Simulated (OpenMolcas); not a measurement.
## Ti2+: ligand-field states by method

Ti2+ with its 6 nearest bromide ions at 2.796 Å, on the Ca site of CsCaBr3 (a = 5.69 Å, distance in the model lattice 2.845 Å). The rest of the host is ab initio model potentials to 7.6 Å, with orthogonalisation functions on the cations behind the ligands, and point charges beyond; the distance is set by hand and nothing relaxes. Ligand basis ANO-RCC-VDZP.
```
Ti    0.0000    0.0000    0.0000
Br    2.7960    0.0000    0.0000
Br    0.0000    2.7960    0.0000
Br   -2.7960    0.0000    0.0000
Br    0.0000   -2.7960    0.0000
Br    0.0000    0.0000    2.7960
Br    0.0000    0.0000   -2.7960
```

* Program: OpenMolcas 26.06
* Basis: ANO-RCC-VTZP [6s5p3d2f1g]
* Scalar Hamiltonian: DKH2, point nucleus
* Active space: 2 electrons in 5 orbitals (3d)
* State averaging: 2S+1 = 3 even, 10 roots; 2S+1 = 1 even, 15 roots
* Spin-orbit coupling: RASSI with atomic mean-field integrals over the reference wave functions

I. CASSCF
II. SS-CASPT2, IPEA 0.25 Eh, imaginary shift 0.1 Eh (closed shells correlated: 3s 3p and the ligand valence shells)

Spin-free states (labels of O, the rotations of Oh) in cm-1, each column counted from its own energy of the first state listed:

| State | Degeneracy | I | II |
| --- | --- | --- | --- |
| 3T1 | 3 | 0 | 0 |
| 3T2 | 3 | 4851 | 6020 |
| 3A2 | 1 | 10581 | 12650 |
| 1T2 | 3 | 11387 | 7720 |
| 1E | 2 | 11928 | 8860 |
| 3T1 | 3 | 16576 | 14630 |
| 1T2 | 3 | 18856 | 16030 |
| 1A1 | 1 | 20557 | 16170 |
| 1T1 | 3 | 20838 | 18650 |
| 1E | 2 | 24295 | 22910 |
| 1A1 | 1 | 44344 | 35500 |

From I to II, I's first state of the same spin (3T2) moves from 4851 to 6020 cm-1, by about +1200 cm-1.

From I to II, I's first state of another spin (1T2) moves from 11387 to 7720 cm-1, by about -3700 cm-1.

I: A least-squares ligand-field fit to the states below 45000 cm-1, each weighted by its degeneracy and with a free common offset, gives 10Dq = 5772 cm-1, B = 831 cm-1 and C = 2996 cm-1 (C/B = 3.60), with an rms deviation of 87 cm-1. The same method and metal basis give the free ion B = 891 cm-1 (fit to its terms below 60000 cm-1, rms deviation 68 cm-1), so the nephelauxetic ratio is β = 831 / 891 = 0.93; it hangs on how both fits weigh the states, and computed free-ion B values tend to be too large, so β mixes covalency with correlation.

χT at 300 K: I 1.15, II 1.14 cm3 K/mol.

Roots that are degenerate in the reference are averaged as groups; the widest CASPT2 spread within a group is 120 cm-1 (the 3-fold group of multiplicity 3 near 0 cm-1 above the lowest state of its run, II). Shifts and gaps below about the spread of the groups concerned are not significant. Over all roots computed the reference weight is 0.69 to 0.71 in II; a low but even weight reflects the number of correlated electrons. An orbital triplet at a regular site is open to Jahn-Teller coupling, which can distort the site and quench the lowest spin-orbit gaps and is left out. Ligand-to-metal charge-transfer states are missing. With no ligand orbital active B as a rule stays too high, so bands that hang on it stand too high and its fall with covalency is understated. Without dynamic correlation the repulsion within the d shell is too large (B by tens of per cent), so at a given field states of lower spin stand too high (holds for I). With metal d orbitals alone and no dynamic correlation the field as a rule comes out too small, by tens of per cent, by up to half for chloride and softer ligands (holds for I). These CASPT2 states fit no ligand-field parameters well, so their order and spin gaps are uncertain (holds for II). With one d shell and no ligand orbital active, 10Dq can be off by tens of per cent for divalent 3d ions, low with halides held by bare charges and at times high in hosts (holds for II). Free-ion shares, where given, are those of the reference states; single-state CASPT2 does not remix them (holds for II). No measured value stands beside these numbers; the geometry was set by hand and not optimised.
